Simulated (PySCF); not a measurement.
BH₃Se₃.

```xyz
7

B     -0.0360     0.0064     0.0000
Se     1.9172    -0.1202     0.0000
H      2.1616     1.3356     0.0000
Se    -0.8554     1.7737     0.0000
H     -2.2625     1.3283     0.0000
Se    -0.9846    -1.6996     0.0000
H     -2.3439    -1.1288     0.0000
```
Charge 0, spin multiplicity 1.

The structure is a stationary point at B3LYP-D3(BJ)/def2-SVP. One conformer was computed; it need not be the lowest.

Computed with KT2/pcSseg-1 (PySCF). Non-relativistic, no solvent.

Computed absolute GIAO shielding of each atom: isotropic value and principal components (ppm):
```csv
atom,σ(iso),σ11,σ22,σ33,span
B1,34.6,-4.2,-1.5,109.7,113.9
Se2,1740.3,1327.4,1843.6,2050.0,722.6
H3,28.6,19.8,26.6,39.3,19.5
Se4,1613.7,1353.0,1391.5,2096.7,743.7
H5,28.3,19.1,25.8,39.9,20.8
Se6,1637.1,1325.7,1511.1,2074.5,748.8
H7,28.5,19.8,26.3,39.5,19.7
```
